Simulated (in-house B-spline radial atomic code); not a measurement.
A fraction x of an electron is removed from 3d in Fe⁴⁺, starting from [Ar] 3d4 and keeping the highest spin. All numbers are computed (scalar-relativistic (X2C) AM05, spin-polarised, spherical fractional occupations; Fermi nucleus of rms radius 3.7377 fm) with a radial B-spline atomic code at the basis-set limit, not measured.

```csv
x,E(x) - E(0) (eV),3d up level (eV)
0,0.0000,-65.294
0.06,3.9560,-66.573
0.23,15.5840,-70.238
0.36,24.8994,-73.081
0.44,30.8164,-74.848
0.5,35.3473,-76.181
0.61,43.8624,-78.644
0.72,52.6499,-81.132
0.86,64.2319,-84.331
0.93,70.1915,-85.945
1,76.2644,-87.569
```

The exact functional would give a straight line between the two integer points. Deviations E(x) - E(0) - x[E(1) - E(0)], in eV: -0.62 at x = 0.06, -1.957 at x = 0.23, -2.556 at x = 0.36, -2.74 at x = 0.44, -2.785 at x = 0.5, -2.659 at x = 0.61, -2.26 at x = 0.72, -1.355 at x = 0.86, -0.734 at x = 0.93.

The curve lies below the straight line by up to 2.785 eV (at x = 0.5): convex, the delocalisation error that favours fractional charges.

**Question.** How well does Slater's transition state (minus the level at half occupation) give the ionisation energy?

**Answer.** It gives 76.181 eV against 76.264 eV from the two total energies; NIST lists 75.00 eV, ground level to ground level.
